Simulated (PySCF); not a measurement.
C₃H₆BFTe.
Numbering: `[BH2:1][C@@H:2]1[CH2:3][Te:4][C@@H:5]1[F:6]` (hydrogens: H7, H8 on B1; H9 on C2; H10, H11 on C3; H12 on C5)

Method: PBE0-D3(BJ)/def2-SVP geometry optimisation, gas phase, def2 core potentials past Kr in PySCF 2.14.0; density fitting, grid level 1; the optimiser is geomeTRIC in internal coordinates, started from a GFN2-xTB structure with every atom displaced at random (about 0.01 Å).

Step 0: E = -13881.4309 eV
```
atom  x, y, z in Å  |  force x, y, z in eV/Å
B1      1.2562   -0.8986   -0.6471   -1.024   1.544   1.244
C2      0.1534   -0.2256    0.2962    0.021  -0.157  -0.238
C3     -1.3444   -0.5071    0.0090    0.830  -0.128   0.921
Te4    -1.9489    1.4588    0.7024   -0.570   0.021   0.234
C5      0.1685    1.3021    0.3812    0.960   0.506   0.132
F6      0.5092    1.9068   -0.8011    0.155  -0.179  -0.195
H7      0.9762   -1.8324   -1.2573   -0.261  -1.365  -0.798
H8      2.3201   -0.4035   -0.7087    0.816   0.213  -0.031
H9      0.3898   -0.5818    1.3288   -0.002   0.001  -0.275
H10    -1.7372   -1.3523    0.5704   -0.300  -0.214   0.135
H11    -1.5379   -0.6285   -1.0340   -0.367  -0.083  -1.073
H12     0.8331    1.7399    1.1535   -0.258  -0.160  -0.058
```

Step 1: E = -13881.5664 eV
```
atom  x, y, z in Å  |  force x, y, z in eV/Å
B1      1.2039   -0.8201   -0.6944    0.126  -0.396   0.240
C2      0.1430   -0.2102    0.2757   -0.142   0.296  -0.048
C3     -1.3465   -0.5286    0.0387    0.063  -0.120  -0.300
Te4    -1.9823    1.4873    0.5801    0.027  -0.017  -0.006
C5      0.1980    1.3216    0.3925   -0.064  -0.033  -0.042
F6      0.6856    1.9075   -0.7418   -0.010   0.035   0.065
H7      0.9683   -1.8774   -1.2480    0.023   0.179  -0.045
H8      2.3075   -0.3340   -0.7733   -0.052   0.016  -0.082
H9      0.4471   -0.6193    1.2604    0.088  -0.082   0.023
H10    -1.7749   -1.3179    0.6697    0.037   0.020   0.036
H11    -1.5654   -0.7510   -1.0193   -0.114   0.080   0.172
H12     0.7542    1.7199    1.2530    0.018   0.023  -0.014
```

Step 2: E = -13881.5785 eV
```
atom  x, y, z in Å  |  force x, y, z in eV/Å
B1      1.2130   -0.8427   -0.6753    0.026  -0.002   0.012
C2      0.1433   -0.2084    0.2745   -0.080   0.078  -0.124
C3     -1.3466   -0.5286    0.0335    0.047  -0.086  -0.037
Te4    -1.9817    1.4856    0.5772   -0.008   0.016   0.018
C5      0.1965    1.3241    0.3900    0.006  -0.011  -0.023
F6      0.6843    1.9196   -0.7382   -0.008  -0.012   0.031
H7      0.9856   -1.8740   -1.2689   -0.032   0.023   0.046
H8      2.3068   -0.3412   -0.7714    0.023  -0.014   0.017
H9      0.4473   -0.6210    1.2605    0.015  -0.019   0.011
H10    -1.7670   -1.3136    0.6748    0.008   0.007   0.023
H11    -1.5937   -0.7470   -1.0145   -0.006   0.031   0.022
H12     0.7506    1.7250    1.2509    0.009  -0.011   0.004
```

Task: Estimate the geometry and energy of step 3. (The exact step hangs on the optimiser's Hessian estimate; all steps are aligned on step 2, rigid shifts and turns removed.)

Result: E = -13881.5808 eV, largest force 0.127 eV/Å
```
atom  x, y, z in Å  |  force x, y, z in eV/Å
B1      1.2192   -0.8423   -0.6727   -0.048  -0.002   0.013
C2      0.1440   -0.2028    0.2656   -0.006   0.089  -0.091
C3     -1.3432   -0.5307    0.0273    0.015  -0.038   0.043
Te4    -1.9844    1.4806    0.5834   -0.011   0.007   0.014
C5      0.1937    1.3282    0.3886    0.005  -0.003   0.017
F6      0.6782    1.9332   -0.7349   -0.001  -0.018   0.007
H7      0.9664   -1.8731   -1.2523    0.026  -0.030  -0.007
H8      2.3211   -0.3581   -0.7690    0.000  -0.009   0.022
H9      0.4495   -0.6189    1.2509    0.008  -0.004   0.000
H10    -1.7543   -1.3177    0.6724   -0.002   0.006   0.004
H11    -1.6007   -0.7441   -1.0176    0.012   0.009  -0.025
H12     0.7488    1.7237    1.2515    0.002  -0.008   0.003
```

The energy changes by -0.0023 eV. The first-order estimate −F·Δx gives -0.0042 eV and the mean of the old and new forces, exact on a quadratic surface, -0.0022 eV. The step makes an angle of 65° with the force vector and moves no atom by more than 0.025 Å.

What follows is the cost of the whole optimisation. The run took 54 s on one thread, Arm Neoverse V1 (aarch64), shared host, and the process peaked at 0.51 GiB of memory.
